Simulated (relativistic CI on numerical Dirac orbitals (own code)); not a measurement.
Slater and spin-orbit integrals, Pm XXX

Method of calculation: Dirac-Coulomb-Breit CI, KLI orbitals optimised for each configuration, QED by a radiative potential, unscaled Slater integrals (own radial code, finite nucleus).

Slater integrals F^k, G^k are unscaled and averaged over j, outside the closed core [Ar] 3d10; ζ comes from projecting the Hamiltonian with its Breit term on Σ l·s of the shell.

- 4s2.4p2: F^2(4p,4p) = 189340, ζ(4p) = 182380 cm⁻¹; <r>(4p) = 0.5425, <r^2>(4p) = 0.3325 (bohr units).
- 4s.4p3: F^2(4p,4p) = 189320, G^1(4s,4p) = 247820, ζ(4p) = 182220 cm⁻¹; <r>(4s) = 0.5299, <r^2>(4s) = 0.3153, <r>(4p) = 0.5426, <r^2>(4p) = 0.3326 (bohr units).
- 4s2.4p.4d: ζ(4p) = 182730, F^2(4p,4d) = 185410, G^1(4p,4d) = 230980, G^3(4p,4d) = 147980, ζ(4d) = 22226 cm⁻¹; <r>(4p) = 0.5427, <r^2>(4p) = 0.3328, <r>(4d) = 0.5466, <r^2>(4d) = 0.3412 (bohr units).

Averages of the first 10 configurations, taken without configuration mixing, which lowers the lowest level and can move excited configurations by several eV; other configurations of the list can lie among them:

```tsv
Configuration	Parity	States	Average energy above the lowest level (eV)
4s2.4p2	even	15	47.3
4s.4p3	odd	40	138.9
4s2.4p.4d	odd	60	176.6
4p4	even	15	238.9
4s.4p2.4d	even	300	264.5
4s2.4p.4f	even	84	303.7
4s.4p2.4f	odd	420	391.8
4p3.4d	odd	200	360.8
4s.4p.4d2	odd	540	392.5
4s2.4d.4f	odd	140	433.5
```
